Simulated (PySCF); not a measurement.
Some computed properties have been withheld. Give your best values.

C3H12Si3.
Atom-mapped SMILES: `[CH2:1]=[CH:2][SiH2:3][CH:4]([SiH3:5])[SiH3:6]` (hydrogens: H7, H8 on C1; H9 on C2; H10, H11 on Si3; H12 on C4; H13, H14, H15 on Si5; H16, H17, H18 on Si6)

Conformer (atom-mapped SMILES and torsion angles): `[CH2:1]=[CH:2][SiH2:3][CH:4]([SiH3:5])[SiH3:6]`: C1–C2–Si3–C4 119°, C2–Si3–C4–Si5 174°.

```json
{"property": "point group", "level": "PBE0-D3(BJ)/def2-SVP", "value": "C1"}
{"property": "rotational constants A, B, C", "level": "PBE0-D3(BJ)/def2-SVP", "value": "2.649, 1.057, 0.811 GHz"}
{"property": "dipole moment", "level": "CAM-B3LYP/def2-SVPD", "value": "1.17 D"}
{"property": "HOMO energy", "level": "CAM-B3LYP/def2-SVPD", "value": "-9.27 eV"}
{"property": "LUMO energy", "level": "CAM-B3LYP/def2-SVPD", "value": "0.48 eV"}
{"property": "lowest singlet excitation", "level": "TDDFT CAM-B3LYP/def2-SVPD", "value": "6.65 eV (186 nm, f = 0.009)"}
{"property": "strongest line among the 10 lowest singlet transitions", "level": "TDDFT CAM-B3LYP/def2-SVPD", "value": "S2 at 7.03 eV (176 nm, f = 0.422)"}
{"property": "lowest triplet excitation (Tamm–Dancoff)", "level": "TDA CAM-B3LYP/def2-SVPD", "value": "4.20 eV"}
{"property": "static isotropic polarisability", "level": "CAM-B3LYP/def2-SVPD", "value": "118.6 au"}
{"property": "vertical ionisation energy", "level": "ΔSCF CAM-B3LYP/def2-SVPD", "value": "?"}
{"property": "electronic spatial extent ⟨r²⟩ about the centre of nuclear charge", "level": "CAM-B3LYP/def2-SVPD", "value": "?"}
{"property": "13C chemical shifts (computed TMS as zero) by class", "level": "GIAO KT3/pcSseg-1", "value": "?"}
{"property": "1H chemical shifts (computed TMS as zero) by class", "level": "GIAO KT3/pcSseg-1", "value": "?"}
{"property": "isotropic shieldings of nuclei other than C and H, by class", "level": "GIAO KT3/pcSseg-1", "value": "399 (Si3), 429 (Si5/Si6) ppm"}
```

The electronic properties come from PySCF, for the isolated species, density fitting. Geometry: PBE0-D3(BJ)/def2-SVP, one conformer, isolated molecule. NMR classes are plain means over equivalent atoms (diastereotopic ones count apart unless rotation or inversion swaps them), as if these changed places fast; in this geometry the members of some classes differ.

(1) Give the electronic spatial extent ⟨r²⟩ about the centre of nuclear charge.

(2) What is the vertical ionisation energy?

(3) Give the 13C chemical shifts (computed TMS as zero) by class.

(4) The 1H chemical shifts (computed TMS as zero) by class?

Answers

(1) 1493 bohr².

(2) 9.95 eV.

(3) 132.7 (C1), 128.5 (C2), -17.9 (C4) ppm.

(4) 6.15 (H8), 5.98 (H9), 5.97 (H7), 4.28 (H10/H11), 3.92 (H13/H14/H15/H16/H17/H18), -0.73 (H12) ppm.

No computed singlet falls in the visible range (750 to 380 nm, 1.65 to 3.26 eV); S1 lies 3.39 eV above its blue end. The dipole matches unit charges of opposite sign 0.24 Å apart (1 e·Å = 4.8032 D). The ΔSCF ionisation energy exceeds −ε(HOMO) by 0.68 eV with CAM-B3LYP. The polarisability is 17.58 Å³ as a volume (1 au = 0.148185 Å³), or 1.65 au for each of the 72 electrons.
